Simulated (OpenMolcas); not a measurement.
A calculation on Br3+.

```
Program             : OpenMolcas 26.06
Method              : CASSCF
Basis               : ANO-RCC-VTZP [6s5p3d1f]
Scalar Hamiltonian  : DKH2, point nucleus
Active space        : 2 electrons in 3 orbitals (4p)
State averaging     : 2S+1 = 3 even, 3 roots; 2S+1 = 1 even, 6 roots
Spin-orbit coupling : state interaction with AMFI integrals over the reference wave functions, term energies averaged over their components
```

Which level of the active space comes out lowest?

4s² 4p² ³P₀, with 99 % of that term.

How high does 4s² 4p² ³P₂ lie?

5238 cm⁻¹ above the lowest level.

How high does 4s² 4p² ¹S₀ lie?

39849 cm⁻¹ above the lowest level.

How high does 4s² 4p² ¹D₂ lie?

18590 cm⁻¹ above the lowest level.

With the s shell closed, the reference lacks s² → p² mixing. Levels of configurations outside the active space are missing.
